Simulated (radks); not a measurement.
Correlation energies from several functionals, in hartree. Species: Hg+ [Xe] 4f14 5d10 6s1; Yb [Xe] 4f14 6s2; Lu3+ [Xe] 4f14; Rb36+ 1s1. All-electron calculation, non-relativistic Kohn-Sham, r2SCAN, spin-polarised, spherical densities, point nucleus; meta-GGA in the generalised Kohn-Sham scheme. Program: a radial shooting solver on a logarithmic mesh with Libxc functionals. Every spin shell is full or empty, so the densities are truly spherical. Functionals are evaluated on that one density, not self-consistently.

[
 {"functional": "PW92", "Hg+": "-8.2795", "Yb": "-7.1103", "Lu3+": "-7.1132", "Rb36+": "-0.068645"},
 {"functional": "VWN5", "Hg+": "-8.3135", "Yb": "-7.1399", "Lu3+": "-7.1431", "Rb36+": "-0.068558"},
 {"functional": "PZ", "Hg+": "-8.2856", "Yb": "-7.1138", "Lu3+": "-7.1169", "Rb36+": "-0.069512"},
 {"functional": "LYP", "Hg+": "-4.3124", "Yb": "-3.7353", "Lu3+": "-3.7133", "Rb36+": "0"},
 {"functional": "OP (B88)", "Hg+": "-4.2311", "Yb": "-3.6472", "Lu3+": "-3.6448", "Rb36+": "0"},
 {"functional": "revTPSS", "Hg+": "-4.9168", "Yb": "-4.1703", "Lu3+": "-4.1660", "Rb36+": "0"},
 {"functional": "SCAN", "Hg+": "-4.9069", "Yb": "-4.1957", "Lu3+": "-4.1781", "Rb36+": "0"},
 {"functional": "B95", "Hg+": "-6.0464", "Yb": "-5.1158", "Lu3+": "-5.1379", "Rb36+": "0"}
]
